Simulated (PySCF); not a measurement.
Polarisability and C₆ of Rh (rhodium, neutral)

[Kr] 4d7 5s2, high-spin 4F determinant (an excited configuration). All numbers are calculated (PySCF 2.14, a scalar-relativistic core potential, in aug-cc-pVTZ-PP with one added diffuse shell each of s, p, d, f, g type with ECP28MDF (7s7p6d4f3g, 113 functions)). Coupled (time-dependent) response in atomic units; α is the mean over directions.

```tsv
method	mean α (bohr³)	C₆ (like pair)	S(−4)
UHF	88.29	958.5	5936
PBE	62.22	643.5	1826
PBE0	66.34	693.6	2143
```

S(−4) is the Cauchy moment in α(ω) = α(0) + S(−4) ω² + …

Spin-orbit coupling is absent.

α(iu) at PBE0:

| u (hartree) | α(iu) (bohr³) |
| --- | --- |
| 0 | 66.34 |
| 0.0500 | 61.51 |
| 0.100 | 51.16 |
| 0.200 | 32.71 |
| 0.300 | 22.12 |
| 0.500 | 12.58 |
| 0.750 | 7.878 |
| 1.00 | 5.604 |
| 1.50 | 3.379 |
| 2.00 | 2.291 |
| 3.00 | 1.254 |
| 5.00 | 0.5325 |

Energies and moments cover only the electrons outside the core potential.
